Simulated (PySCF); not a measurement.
A structure optimised at PBE-D3(BJ)/def2-SVP, used in a PySCF frequency run:

```xyz
6

In    -0.0023    -0.6726     0.0000
Br    -0.0181     1.8186     0.0000
O     -1.7508    -1.6646     0.0000
H     -1.5504    -2.6228     0.0000
O      1.7290    -1.7094     0.0000
H      2.4735    -1.0749     0.0000
```
Charge 0, spin multiplicity 1.

Task: Write its SMILES, formula and point group.

Result: [OH][In]([OH])[Br], BrH₂InO₂, Cs

Task: What are its rotational constants (standard atomic weights)?

Result: 4.7916, 1.2180, 0.97114 GHz
